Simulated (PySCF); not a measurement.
**Structure from NMR data**

Molecular formula: C7H11N. Simulated spectra:

¹H NMR (600 MHz, computed): δ 2.67 (ttt, J = 4.9, 3.0, 1.1 Hz, 1H), 1.92 (qt, J = 15.1, 4.1 Hz, 2H), 1.87 (dqd, J = 14.8, 3.5, 1.6 Hz, 2H), 1.78 (m, 1H), 1.53 (d of quint of d, J = 15.5, 3.7, 1.1 Hz, 2H), 1.40 (tdd, J = 14.9, 4.9, 4.0 Hz, 2H), 1.19 (qt, J = 14.7, 4.2 Hz, 1H).

¹³C{¹H} NMR (computed): δ 114.7, 33.8 (2C), 30.3, 30.2, 26.2 (2C).

Theoretical values (PySCF 2.14): KT2/pcSseg-1 with gauge-including orbitals, spin–spin couplings from B3LYP/pcJ-1 (spin–dipole term only in couplings to heteroatoms), coordinates at the PBE0-D3(BJ)/def2-SVP level. No relativistic terms, isolated molecule, one computed conformer, fast rotation and ring inversion assumed for equivalent nuclei.

δ = σ(ref) − σ, references computed at the same level: TMS for ¹H and ¹³C.

**Question.** What is the structure?

**Answer.** 
1. Rings plus π bonds: 3 (1 ring in the answer).
2. 5 carbon signals for 7 carbons: some carbons are equivalent by symmetry or fast rotation.
3. Carbon types of the structure: 1 × C, 1 × CH, 5 × CH2, which accounts for all hydrogens.
4. δC 114.7: nitrile carbon; this is the usual window of a C≡N carbon, which has no attached hydrogen.
5. δC 33.8, 30.2, 26.2: sp3 CH2 in a ring; aliphatic region, no heteroatom directly attached.
6. δC 30.3: sp3 CH α to a nitrile; aliphatic region, no heteroatom directly attached.
7. δH 2.67: hydrogen on an sp3 CH α to a nitrile.
8. δH 1.92, 1.87, 1.78, 1.53, 1.40, 1.19: hydrogen on an sp3 CH2 in a ring.

These data were computed for `N#CC1CCCCC1`.

The shifts were computed for this structure.

Multiplet labels drop couplings under 1 Hz and merge nearly equal ones. Couplings among chemically equivalent protons are left out too, so labels in AA′BB′ or AA′XX′ sets are apparent multiplicities. Unscaled 3J(H,H) at this level run about 10 % above measured values. Shifts are as computed. Against solution values, carbons near 30 ppm lie about +2 ppm off and those near 130 ppm about -5 ppm. Of 1211 compounds with measured shifts, 218 miss one by over three times the rms of a fit or turn the order of signals round; such compounds aren't used in these exercises.
